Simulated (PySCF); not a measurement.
GeH5Si, SMILES [SiH3][GeH2], multiplicity 2.

Geometry optimised at PBE-D3(BJ)/def2-TZVP. The isomer is the one that the SMILES or the coordinates give; other isomers of the formula were not compared.

Computed with TDA-M06-2X/def2-SVPD in PySCF.

Vertical excitations. The molecule is in vacuum.

```tsv
state	energy (eV)	λ (nm)	f	main pairs
root 1	3.66	339	0.008	β HOMO→LUMO 96 %
root 2	4.68	265	0.002	α HOMO→LUMO+2 8 %, β HOMO−1→LUMO 81 %
root 3	4.83	257	0.018	α HOMO→LUMO 84 %
root 4	4.90	253	0.003	α HOMO→LUMO+2 86 %, β HOMO−1→LUMO 9 %
root 5	5.29	235	0.041	α HOMO→LUMO+1 74 %
root 6	5.89	210	0.092	α HOMO→LUMO+3 78 %, β HOMO−2→LUMO 7 %
root 7	6.08	204	0.072	α HOMO→LUMO+5 65 %, β HOMO−2→LUMO 22 %
root 8	6.16	201	0.029	α HOMO→LUMO+5 16 %, α HOMO→LUMO+3 12 %, β HOMO−2→LUMO 64 %
root 9	6.17	201	0.035	α HOMO→LUMO+4 86 %
root 10	6.20	200	0.000	β HOMO−3→LUMO 89 %
```
Unrestricted roots are not spin-pure.
